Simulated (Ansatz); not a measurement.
`F[BH][SnH2][SiH3]` + `C[SiH2]O` → `O[SiH2][SnH2][SiH3]` + `CBF`  (redistribution)

Program: Ansatz. Geometries: PBE0-D4/def2-TZVP. ΔE: electronic, gas phase. CBS: MP2 limit from def2 TZ/QZ plus the TZ coupled-cluster correction, frozen cores. This one scheme is used for every species. Functionals use def2-TZVPP. def2 core potentials past Kr. For Sn outer-core shells are correlated without core-valence functions, which leaves a few kJ/mol of doubt a bond. Each species was taken in one conformer, which may not be the lowest.

| level | ΔE (kcal/mol) | difference from CCSD(T)/CBS |
| --- | --- | --- |
| PBE-D4 | -12.2 | -1.3 |
| r2SCAN-D4 | -11.7 | -0.8 |
| ωB97X-V | -11.0 | -0.1 |
| B2PLYP | -11.0 | -0.1 |
| r2SCAN | -11.6 | -0.7 |
| PBE0 | -12.0 | -1.1 |
| CCSD(T)/def2-TZVPP | -10.2 | 0.7 |
| SCS-MP2/def2-QZVPP | -10.4 | 0.5 |
| HF/CBS(def2) | -10.8 | 0.1 |
| CCSD/CBS(def2) | -10.9 | 0.0 |
| CCSD(T)/CBS | -10.9 | 0 |

Largest T1 diagnostic among the species: 0.014.
